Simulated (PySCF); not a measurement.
## Sulfur: a sound run and one with changed settings

Sound run: S⁺ [Ne] 3s2 3p3, S²⁺ [Ne] 3s2 3p2. Computed with PySCF 2.14 in def2-TZVP, with no relativity, point nucleus. In the sound run the correlated levels freeze [Ne]. The sound run starts from symmetry-adapted Hartree-Fock orbitals and uses a fine grid where one is needed.

Changed run: all electrons correlated in a basis built for the valence shell.

```
species   method  sound run (hartree)  changed run (hartree)  converged
     S⁺      MP2           -397.25032             -397.34978        yes
     S⁺  CCSD(T)           -397.27393             -397.37283        yes
    S²⁺      MP2           -396.39321             -396.49240        yes
    S²⁺  CCSD(T)           -396.41784             -396.51689        yes
```

Ionisation energy of S⁺:

```json
{"method": "UHF", "sound run (eV)": "22.720", "changed run (eV)": "22.720"}
{"method": "MP2", "sound run (eV)": "23.323", "changed run (eV)": "23.330"}
{"method": "SCS-MP2", "sound run (eV)": "23.140", "changed run (eV)": "23.147"}
{"method": "CCSD", "sound run (eV)": "23.258", "changed run (eV)": "23.256"}
{"method": "CCSD(T)", "sound run (eV)": "23.295", "changed run (eV)": "23.291"}
```

A valence basis has no tight correlating functions, so it recovers only part of the core correlation, and not evenly between atom and ion.

For comparison, NIST gives 23.338 eV between the lowest levels.
